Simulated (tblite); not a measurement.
C6H12FO (doublet state).
Cartesian coordinates in Å at the GFN2-xTB level; atoms count from 1:
```
atom  x, y, z in Å
C1     3.199   -0.397   -0.796
C2     2.269    0.740   -0.646
C3     0.808    0.552   -0.659
F4     0.446   -0.403   -1.604
C5     0.257    0.078    0.723
O6    -1.080    0.404    0.947
C7    -2.015   -0.334    0.178
C8    -3.411   -0.011    0.686
H9     3.465   -0.830    0.177
H10    4.128   -0.077   -1.266
H11    2.746   -1.184   -1.396
H12    2.642    1.697   -0.328
H13    0.282    1.474   -0.939
H14    0.820    0.583    1.511
H15    0.423   -1.007    0.790
H16   -1.807   -1.409    0.281
H17   -1.931   -0.072   -0.885
H18   -3.603    1.053    0.585
H19   -3.496   -0.279    1.735
H20   -4.150   -0.565    0.113
```

Computed values, GFN2-xTB/tblite, gas phase, harmonic and unscaled. This tight-binding method is rough: wavenumbers can miss measured ones by several per cent, in bad cases by 10 to 20. One conformer, not necessarily the lowest. Open shells enter through the occupations alone, without spin polarisation, and single modes of such species can be off by tens of per cent.

Harmonic wavenumbers (cm⁻¹): 40.2, 57.6, 66.5, 78.1, 106.0, 198.9, 237.8, 257.4, 282.3, 311.2, 392.8, 452.1, 506.3, 630.9, 838.1, 851.6, 898.7, 940.4, 948.1, 992.0, 999.9, 1060.4, 1089.9, 1120.5, 1125.1, 1146.6, 1169.1, 1205.3, 1247.3, 1263.1, 1294.0, 1313.6, 1331.7, 1352.2, 1392.7, 1401.0, 1432.0, 1458.6, 1470.4, 1475.2, 1491.5, 1495.5, 2866.3, 2871.6, 2875.0, 2903.4, 2905.3, 2981.1, 3005.5, 3031.6, 3048.3, 3050.5, 3054.6, 3127.4.

A = 5381, B = 898.6, C = 834.4 MHz; mass 119.087 u (most abundant isotopes); point group C1, symmetry number 1; spin multiplicity 2.

Zero-point energy?

½Σν̃ = 36572 cm⁻¹ = 104.56 kcal/mol.

What is S at 200 K and 1 bar for an ideal gas of classical rigid rotors and harmonic oscillators?

Translation 38.28, rotation 27.58, vibration 24.05, spin (R ln 2) 1.38: S = 91.3 cal/(mol K).

And Cp and H(200 K) − H(0)?

Cp = 29.54 cal/(mol K), of which vibrations give 21.59 (their classical limit is 54 R = 107.3); H(200 K) − H(0) = 4.03 kcal/mol without the zero-point energy, 2.45 from vibrations.

Blend soft modes into free rotors: weight 1/[1 + (100 cm⁻¹/ν̃)⁴] for the oscillator and the rest for a rotor with moment μB/(μ + B), μ = h/(8π²ν), B = 10⁻⁴⁴ kg m². What vibrational entropy results?

21.46 cal/(mol K) in place of 24.05, which changes −T·S at 200 K by +0.52 kcal/mol.

Which modes carry the vibrational entropy at 200 K?

40.2 cm⁻¹: 4.46; 57.6 cm⁻¹: 3.75; 66.5 cm⁻¹: 3.47; 78.1 cm⁻¹: 3.16; 106.0 cm⁻¹: 2.57; 198.9 cm⁻¹: 1.44 cal/(mol K); the other 48 give 5.20 together.

What must be added to the electronic energy to get the Gibbs energy at 200 K and 1 bar?

ZPE + [H(200 K) − H(0)] − T·S = 104.56 + 4.03 − 18.26 = 90.33 kcal/mol.

How do the functions run with temperature in this model?

```csv
T (K),S (cal/(mol K)),Cp (cal/(mol K)),H − H(0) (kcal/mol),G − H(0) (kcal/mol),ln q(vib)
100,74.0,21.1,1.49,-5.91,2.67
300,104.9,38.5,7.42,-24.05,8.88
500,129.0,57.1,17.02,-47.48,14.29
800,160.4,76.4,37.28,-91.04,21.88
1000,178.4,84.9,53.46,-124.95,26.61
```

q(vib) and H(0) count from the zero-point level.

Hindered rotation and anharmonicity are outside this model. Other conformers, if any are populated, would add a mixing term that is left out. The structure is chiral; the term R ln 2 for an equal mix with its mirror image is left out.
